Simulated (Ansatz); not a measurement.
Ansatz (a quantum-chemistry and plane-wave program) input:

Ansatz 0.2 input:
```yaml
crystal:
  periodic: [false, false, false]
  atoms:
    - {symbol: B, position_ang: [0.76858897, -0.09099947, -0.01780181]}
    - {symbol: N, position_ang: [-0.51545349, 0.06607681, 0.00778114]}
    - {symbol: H, position_ang: [1.91012923, -0.22917334, -0.03958954]}
    - {symbol: H, position_ang: [-1.01122885, 0.95708938, 0.12474318]}
    - {symbol: H, position_ang: [-1.21433942, -0.67980747, -0.08543025]}
basis:
  gaussian:
    orbitals: def2-TZVP
hamiltonian:
  xc: b3lyp
  dispersion: d3bj
total_charge: 1
relax: {f_tol: 0.002, max_steps: 150}
```

Q: Which total energy does the run end on?

A: -81.14852 Eh (B3LYP-D3(BJ)/def2-TZVP). The basis has 80 functions.
